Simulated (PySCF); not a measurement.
## XPS shifts beside NMR shieldings

Compound: C4H9ClOSi.
Numbering: `[CH3:1][O:2][Si@@H:3]([Cl:4])[CH:5]1[CH2:6][CH2:7]1`

Binding energies: delta-SCF UKS SCAN, pcX-2 on the ionised atom, pcseg-1 elsewhere, spin-free X2C (PySCF). Shieldings: GIAO PBE0/pcSseg-1, non-relativistic, same geometry.

```csv
atom,C 1s (eV)
C1,292.47
C5,290.44
C6,290.94
C7,290.93
```

Task: What are the absolute isotropic shieldings of these atoms?

Result: 
```json
{"atom": "C5", "environment": "sp3 carbon bound to silicon", "C 1s (eV)": "290.44", "isotropic shielding (ppm)": "185.5"}
{"atom": "C7", "environment": "three-membered-ring carbon", "C 1s (eV)": "290.93", "isotropic shielding (ppm)": "181.0"}
{"atom": "C6", "environment": "three-membered-ring carbon", "C 1s (eV)": "290.94", "isotropic shielding (ppm)": "183.6"}
{"atom": "C1", "environment": "methoxy carbon", "C 1s (eV)": "292.47", "isotropic shielding (ppm)": "132.2"}
```

Task: Among the listed atoms, is the one with the highest binding energy also the least shielded?

Result: Yes: C1 has both (292.47 eV, 132.2 ppm).

By binding energy: C5 < C7 ≈ C6 < C1. By shielding: C1 < C7 < C6 < C5.

One conformer (not necessarily the lowest) at the PBE0-D3(BJ)/def2-SVP geometry, without solvent, vibrations or thermal averaging.

The values belong to the conformer `[CH3:1][O:2][Si@@H:3]([Cl:4])[CH:5]1[CH2:6][CH2:7]1`: C1–O2–Si3–Cl4 54°, O2–Si3–C5–C6 161°.
